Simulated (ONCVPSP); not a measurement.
Plane-wave convergence, ONCV potential for strontium (Sr)

| Property | Result |
| --- | --- |
| Element | strontium |
| Generator | ONCVPSP 4.0.1 |
| Type | optimised norm-conserving Vanderbilt (ONCV) |
| Functional | LDA (Perdew-Zunger) |
| Relativity | fully relativistic |
| Frozen core | [Ar] 3d10 |
| Valence charge | 10 |
| Reference configuration | 4s2 4p6 5s2 |
| Partial waves | 4s+5s: rc 2.10 bohr, ncon 4, nbas 7, qcut 4.8 1/bohr, 2 projectors; 4p: rc 2.25 bohr, ncon 3, nbas 6, qcut 7.6 1/bohr, 3 projectors, debl 2.9 Ha; d scattering state at 0.04 Ha: rc 1.70 bohr, ncon 5, nbas 10, qcut 6.8 1/bohr, local |
| Local potential | the d channel |
| Core correction | polynomial model core, fcfact 0.25 |

Open shells are filled in proportion to 2j + 1.

In the d channel the program set the typed energies aside and used 0.050 Ha (j = l + 1/2; the other j can differ).

For each optimised wave give the share of its norm inside rc, the residual kinetic energy above qcut (Ha) and the cutoffs (Ha) for errors of 10, 1, 0.1 and 0.01 mHa per electron.

```tsv
wave	norm inside rc	residual KE	10 mHa	1 mHa	0.1 mHa	0.01 mHa
4s	0.926	9.8e-05	5.8	9.0	11.9	27.4
5s	0.048	6.4e-05	2.5	8.1	11.1	21.0
4p j=3/2	0.872	1.4e-08	5.6	7.5	14.1	17.9
p projector 2 j=3/2	0.229	4.3e-08	6.7	15.9	20.1	22.7
p projector 3 j=3/2	0.108	8.8e-07	10.9	19.7	23.7	26.3
4p j=1/2	0.885	1.2e-08	5.9	7.8	13.0	17.5
p projector 2 j=1/2	0.237	4.5e-08	6.8	15.6	20.1	22.7
p projector 3 j=1/2	0.109	9.0e-07	9.9	19.5	23.7	26.3
d projector 1 j=5/2	0.300	1.5e-05	8.9	13.7	18.7	27.8
d projector 1 j=3/2	0.304	1.4e-05	9.0	13.8	18.7	25.8
```

The occupied waves need 9.0 Ha and 14 Ha for 1 and 0.1 mHa.
